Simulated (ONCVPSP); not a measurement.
**Which change was made? (Ce, ONCV)**

```
Element                 : Ce
Generator               : ONCVPSP 4.0.1
Type                    : optimised norm-conserving Vanderbilt (ONCV)
Functional              : PBEsol
Relativity              : scalar-relativistic
Frozen core             : [Kr] 4d10
Valence charge          : 12
Reference configuration : 4f1 5s2 5p6 5d1 6s2
Partial waves           : 5s+6s: rc 2.90 bohr, ncon 5, nbas 9, qcut 4.9 1/bohr, 2 projectors; 5p: rc 1.90 bohr, ncon 4, nbas 8, qcut 3.6 1/bohr, 2 projectors, debl 0.4 Ha; 5d: rc 3.60 bohr, ncon 4, nbas 9, qcut 4.7 1/bohr, 2 projectors, debl 0.4 Ha; 4f: rc 1.80 bohr, ncon 5, nbas 10, qcut 9.9 1/bohr, 2 projectors, debl 1.2 Ha
Local potential         : polynomial inside 1.35 bohr (lpopt 1, dvloc0 4 Ha)
Core correction         : polynomial model core, fcfact 0.45
```

In the p channel the program set the typed energies aside and used -0.854, 0.250 Ha.

Cutoffs, loose and tight: the cutoffs (Ha) at which the residual kinetic energy of the hardest occupied pseudo-wave falls to 1 and 0.1 mHa per electron. They do not see the model core or the augmentation charge, which bear on the density cutoff. Test errors are all-electron minus pseudo excitation energies from the reference, over the configurations 4f1 5s2 5p6 5d1 6s1; 4f1 5s2 5p6 5d1 6s0; 4f1 5s2 5p6 5d0 6s0; 4f1 5s2 5p6 5d2 6s0; variants that change the core or the reference have their own tests.

The base gives: outcome: generated, projector energies reset by the program; cutoff, loose: 42 Ha; cutoff, tight: 56 Ha; bound ghosts: none; GHOST(+) flags above zero: s; largest test error (meV): -14.

(1) After one change the result is: outcome: generated, projector energies reset by the program; cutoff, loose: 7.4 Ha; cutoff, tight: 21 Ha; bound ghosts: none; GHOST(+) flags above zero: none; largest test error (meV): -17. Which change was it?
A. all radii but the core radius scaled by about 0.85 (s 2.48, p 1.62, d 3.08, f 1.54 bohr); local potential polynomial inside 1.16 bohr (lpopt 1, dvloc0 4 Ha)
B. core [Kr] 4d10 4f1, valence charge 11; reference 5s2 5p6 5d1 6s1; waves now 5s+6s: rc 2.30 bohr, ncon 4, nbas 7, qcut 3.9 1/bohr, 2 projectors; 5p: rc 3.00 bohr, ncon 4, nbas 8, qcut 3.7 1/bohr, 2 projectors, debl 1.3 Ha; 5d: rc 4.00 bohr, ncon 4, nbas 9, qcut 4.7 1/bohr, 2 projectors, debl 0.9 Ha; local potential polynomial inside 2.10 bohr (lpopt 5, dvloc0 2 Ha)
C. s: qcut 4.2; p: qcut 3.1; d: qcut 4; f: qcut 8.5

Answers

(1) B. The others give: s: qcut 4.2; p: qcut 3.1; d: qcut 4; f: qcut 8.5 → outcome: generated, projector energies reset by the program; cutoff, loose: 43 Ha; cutoff, tight: 121 Ha; bound ghosts: none; GHOST(+) flags above zero: s; largest test error (meV): +15 | all radii but the core radius scaled by about 0.85 (s 2.48, p 1.62, d 3.08, f 1.54 bohr); local potential polynomial inside 1.16 bohr (lpopt 1, dvloc0 4 Ha) → outcome: generated, projector energies reset by the program; cutoff, loose: 63 Ha; cutoff, tight: 162 Ha; bound ghosts: none; GHOST(+) flags above zero: s, p; largest test error (meV): -13.
